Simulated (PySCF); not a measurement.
SiH2FBr, SMILES F[SiH2]Br. Geometry optimised at PBE0-D3(BJ)/def2-TZVP.

These are PySCF with PBE0-D3(BJ)/def2-TZVP values and carry that method's errors.

Harmonic wavenumbers (cm⁻¹): 213, 446, 609, 725, 878, 911, 960, 2275, 2289. Rotational constants (GHz): 19.47, 2.531, 2.303; symmetry number 1.

### Question
Work out the zero-point energy and the ideal-gas rigid-rotor harmonic-oscillator thermochemistry at 298.15 K and 1 atm.

### Answer
ZPE = ½ Σ hcν = ½ × 9305 cm⁻¹ = 55.66 kJ/mol. H − E(el) = 68.78 kJ/mol. Entropy in J/(mol K): translation 169.36, rotation 106.49, vibration 16.47, total 292.31. G − E(el) = -18.38 kJ/mol. Cp = 60.17 J/(mol K).
